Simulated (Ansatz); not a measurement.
BrF$_{2}$Ge (`[F][Ge]([F])[Br]`) radical. The species carries charge 0 and has multiplicity 2.

```json
{"atom": "F1", "x (Å)": "1.072", "y (Å)": "0.492", "z (Å)": "-1.180"}
{"atom": "Ge2", "x (Å)": "0.382", "y (Å)": "0.129", "z (Å)": "0.361"}
{"atom": "F3", "x (Å)": "0.302", "y (Å)": "-1.596", "z (Å)": "0.379"}
{"atom": "Br4", "x (Å)": "-1.756", "y (Å)": "0.976", "z (Å)": "0.440"}
```

**Question.** What are the harmonic wavenumbers in cm⁻¹ at PBE0-D4/def2-TZVP (Ansatz, finite differences of forces, unscaled)? (Estimate.)

**Answer.** Ansatz gave: 137, 174, 236, 307, 702, 712.

**Question.** Is this a minimum?

**Answer.** Yes, all 6 modes are real.

**Question.** Give the ideal-gas thermochemistry at 298.15 K and 1 bar (rigid rotor, harmonic oscillator; point group Cs, symmetry number 1).

**Answer.** Zero-point energy 13.6 kJ/mol; H(298) − E = 29.8 kJ/mol; entropy 333.7 J/(mol·K), of which translation 174.3, rotation 115.7, vibration 37.9, electronic 5.8; G(298) − E = -69.7 kJ/mol.

**Question.** And at 400, 500, 600, 800 and 1000 K?

**Answer.** 
```tsv
T (K)	H − E (kJ/mol)	S (J/mol/K)	G − E (kJ/mol)
400	37.2	355.0	-104.8
500	44.8	372.0	-141.2
600	52.6	386.3	-179.1
800	68.6	409.2	-258.8
1000	84.8	427.3	-342.5
```
